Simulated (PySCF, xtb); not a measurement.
# Two structures of CHGeN

We compare a, a singlet given by its coordinates, with b, `N#[C][GeH]`, a singlet. Both are isolated molecules in the gas phase, relaxed with PBE0-D4/def2-SVP.

a (Å):

```xyz
4

C     0.4035   -1.8230    0.0220
Ge   -0.3861    1.0441   -0.6603
N     0.1160   -0.6859   -0.1393
H    -0.1557    1.6218    0.8096
```

Close contacts (Å): C1–N3 1.18, Ge2–N3 1.88, Ge2–H4 1.60.

b (Å):

```yaml
atoms:
  - { symbol: C, position_ang: [-3.4043, 1.6816, -1.4804] }
  - { symbol: Ge, position_ang: [-1.4836, 1.7100, -1.9070] }
  - { symbol: N, position_ang: [-4.5177, 1.5590, -1.1623] }
  - { symbol: H, position_ang: [-1.6701, 3.0374, -2.7654] }
```

Task: Estimate which is lower in electronic energy at CCSD(T)/def2-TZVPP, and by roughly how much.

Result: The CCSD(T)/def2-TZVPP calculation puts structure b lower, by 6.1 kcal/mol.

How the difference moves with the method:

| level | geometry | E(b) − E(a) (kcal/mol) | departure from the last row (kcal/mol) | job, with rough time for the two |
| --- | --- | --- | --- | --- |
| GFN2-xTB | GFN2-xTB | −0.1 | +5.9 | optimisation, 0.15 s |
| HF/STO-3G | GFN2-xTB | −2.7 | +3.4 | single point, 1.6 s |
| r2SCAN-D4/def2-SVP | GFN2-xTB | −5.7 | +0.4 | single point, 7.8 s |
| PBE0-D4/def2-SVP | PBE0-D4/def2-SVP | −5.4 | +0.6 | optimisation, 24 s |
| HF/def2-TZVPP | PBE0-D4/def2-SVP | +1.2 | +7.2 | part of the CCSD(T) run |
| MP2/def2-TZVPP | PBE0-D4/def2-SVP | −8.6 | −2.5 | part of the CCSD(T) run |
| CCSD(T)/def2-TZVPP | PBE0-D4/def2-SVP | −6.1 |  | single point, 2.2 min |

HF/def2-TZVPP puts the two in the other order. GFN2-xTB finds them nearly level. The largest departure from CCSD(T)/def2-TZVPP is that of HF/def2-TZVPP, 7.2 kcal/mol.

With thermal terms from frequencies at re-optimised GFN2-xTB minima (ideal gas, soft modes damped towards free rotors, one conformer each, 298.15 K, 1 atm): the zero-point term adds +0.4 kcal/mol; ΔH is −5.7 and ΔG −5.6 kcal/mol.

The correlated steps freeze 11 core orbitals; the filled d shell of Ge is correlated, in a basis made for valence electrons. Codes used: PySCF 2.14.0, xtb 6.7.1; the last row on 2 threads of Arm Neoverse V1 on a shared host.
